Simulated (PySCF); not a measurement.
Input of a run (PBE0-D3(BJ)/def2-SVP geometry optimisation, gas phase (PySCF 2.14.0)), started from GFN2-xTB:
```
{"job": {"xc": "PBE0", "basis": "def2-SVP", "d3": "d3bj", "grid": 1, "shake": 0.01, "kind": "geom"}, "charge": 0, "multiplicity": 1}
B     -1.352670    -1.140160     0.615770
C     -2.786900    -0.714380     0.037500
C     -2.645940     0.750980    -0.415640
C     -1.124460     0.890330    -0.812790
C     -0.381290     0.046670     0.216930
C      1.023140    -0.299000    -0.243110
C      1.976160    -0.963080     0.787910
C      3.081520     0.048490     0.404500
C      2.033110     0.860050    -0.368180
H     -1.113430    -2.092450     1.205630
H     -3.651510    -0.850900     0.702430
H     -2.968000    -1.334450    -0.831950
H     -3.330340     1.034680    -1.228140
H     -2.849920     1.415360     0.445620
H     -1.013140     0.442690    -1.800160
H     -0.832070     1.941860    -0.836820
H     -0.271350     0.680060     1.131430
H      0.952360    -0.886180    -1.153170
H      1.610280    -0.847130     1.811610
H      2.174300    -2.003710     0.626280
H      3.822710    -0.391900    -0.230260
H      3.550530     0.542140     1.229760
H      1.721470     1.767450     0.110150
H      2.311150     1.122180    -1.411080
```

Output (energies in Eh, forces in Eh/bohr):
```
step   0  E = -338.05322355  max force = 0.045128
step   1  E = -338.06340844  max force = 0.005152
step   2  E = -338.06389638  max force = 0.002152
step   3  E = -338.06402718  max force = 0.001671
step   4  E = -338.06414723  max force = 0.001611
step   5  E = -338.06433084  max force = 0.002126
step   6  E = -338.06449837  max force = 0.002433
step   7  E = -338.06465001  max force = 0.001777
step   8  E = -338.06473612  max force = 0.000822
step   9  E = -338.06476153  max force = 0.000641
step  10  E = -338.06477336  max force = 0.000608
step  11  E = -338.06478079  max force = 0.000414
optimisation converged
```

Q: Summarise the run.

A: The energy falls by 7.3 kcal/mol over 12 energy and gradient evaluations, the largest force component goes from 0.0451 to 4.1e-04 Eh/bohr, and the atoms move by 0.159 Å rms after alignment. The bond that changes most is B1–H10 (three-coordinate boron to B–H hydrogen), which lengthens by 0.065 Å. Bonds longer at the end by more than 0.005 Å: 12 of 25; shorter: 6. Among the angles that change most is B1–C5–H17, from 106.2° to 98.5°. Among the dihedrals that turn most is H22–C8–C9–H23, from -12° to -29°. The energy never rose by more than 1e-6 Eh on the way. The first step brought 88 % of the lowering.

Q: What are the final bond lengths?

A: B1–C2 1.566 Å, C2–C3 1.536 Å, C3–C4 1.530 Å, C4–C5 1.538 Å, C5–C6 1.513 Å, C6–C7 1.543 Å, C7–C8 1.540 Å, C8–C9 1.540 Å, B1–C5 1.570 Å, C6–C9 1.547 Å, B1–H10 1.210 Å, C2–H11 1.101 Å, C2–H12 1.114 Å, C3–H13 1.102 Å, C3–H14 1.104 Å, C4–H15 1.106 Å, C4–H16 1.102 Å, C5–H17 1.121 Å, C6–H18 1.105 Å, C7–H19 1.102 Å, C7–H20 1.100 Å, C8–H21 1.101 Å, C8–H22 1.100 Å, C9–H23 1.103 Å, C9–H24 1.101 Å. Numbering counts from 1 in the input's order; the species is `B1CCC[C@@H]1C1CCC1`.

The run used 201 basis functions and 73 SCF cycles in all.

Whether it is a minimum is left open (no frequencies). One conformer, not necessarily the lowest.
